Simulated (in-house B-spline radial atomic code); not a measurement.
## Response and correlation of the osmium ion Os⁷²⁺

Closed shell [He] 2s2. Computed with an all-electron radial atomic-structure program (B-spline basis): Dirac-Hartree-Fock, relativistic RPA (time-dependent Dirac-Hartree-Fock) for the response and second-order many-body perturbation theory for correlation, no-pair Dirac-Coulomb Hamiltonian, finite nucleus.

Command:
```bash
python run_mb.py task.json out
```
Settings (nuclear radius in fm, box in bohr, cutoff in hartree):
```
basis_form          2
Z                   76
core_configuration  [He] 2s2
rms_radius          5.4126
mass_number         192
speed_of_light      137.036
box_radius          1.454
lmax                7
intervals           54
virtual_cutoff      144400.0
```

Time taken, with all properties: 0.3 s on 1 thread of Intel(R) Xeon(R) Platinum 8488C (shared host).

```json
{"multipole (bohr³, bohr⁵, bohr⁷)": "dipole", "uncoupled": "0.00013541", "coupled RPA": "?"}
{"multipole (bohr³, bohr⁵, bohr⁷)": "quadrupole", "uncoupled": "1.0352e-07", "coupled RPA": "1.0506e-07"}
{"multipole (bohr³, bohr⁵, bohr⁷)": "octupole", "uncoupled": "8.3106e-10", "coupled RPA": "8.3957e-10"}
```

Task: What is the coupled dipole polarisability?

Result: 0.00020498 atomic units, +51 % against the uncoupled value.

Task: Which subshells carry the dipole polarisability?

Result: 2s1/2 100.0 %, 1s1/2 0.0 %.

Task: What does the dipole shielding factor come to?

Result: The dipole shielding factor is 0.052, against the exact N/Z = 4/76 = 0.053 of the non-relativistic theorem.

Dipole polarisability at imaginary frequency:

```csv
u (Eh),α(iu) (bohr³)
0,0.000205
12.5,9.555e-05
31.2,5.837e-05
62.4,3.777e-05
93.6,2.569e-05
125,1.848e-05
187,1.136e-05
249,8.09e-06
312,6.236e-06
437,4.226e-06
624,2.736e-06
936,1.593e-06
1250,1.055e-06
1870,5.794e-07
3120,2.591e-07
6240,7.863e-08
```

Task: What dispersion coefficients follow for two such ions (the dispersion part alone)?

Result: C6 = (3/π)∫α(iu)²du = 5.113e-07 hartree·bohr⁶ and C8 = 4.437e-09 hartree·bohr⁸.

Lowest J = 1 odd-parity excitations:

```json
{"energy (eV)": "201.67", "oscillator strength": "0.00801", "leading channel": "2s1/2 → p1/2", "weight": "0.999"}
{"energy (eV)": "1958.7", "oscillator strength": "0.283", "leading channel": "2s1/2 → p3/2", "weight": "0.999"}
{"energy (eV)": "11797", "oscillator strength": "0.262", "leading channel": "2s1/2 → p1/2", "weight": "1.0"}
{"energy (eV)": "12302", "oscillator strength": "0.356", "leading channel": "2s1/2 → p3/2", "weight": "1.0"}
{"energy (eV)": "15743", "oscillator strength": "0.0608", "leading channel": "2s1/2 → p1/2", "weight": "1.0"}
{"energy (eV)": "15953", "oscillator strength": "0.0996", "leading channel": "2s1/2 → p3/2", "weight": "1.0"}
{"energy (eV)": "17534", "oscillator strength": "0.0245", "leading channel": "2s1/2 → p1/2", "weight": "1.0"}
{"energy (eV)": "17641", "oscillator strength": "0.0428", "leading channel": "2s1/2 → p3/2", "weight": "1.0"}
```

Second-order correlation energy by the highest angular momentum of the excited pair (hartree): s -0.0236, p -0.2557, d -0.01121, f -0.002907, g -0.001074, h -0.0004788, i -0.000247, k -0.0001401.

Task: What is the second-order correlation energy at the partial-wave limit?

Result: The listed waves sum to -0.29539 hartree; extrapolating the increments as (l + 1/2)⁻⁴ gives -0.29567 hartree, -2.01 eV per electron.
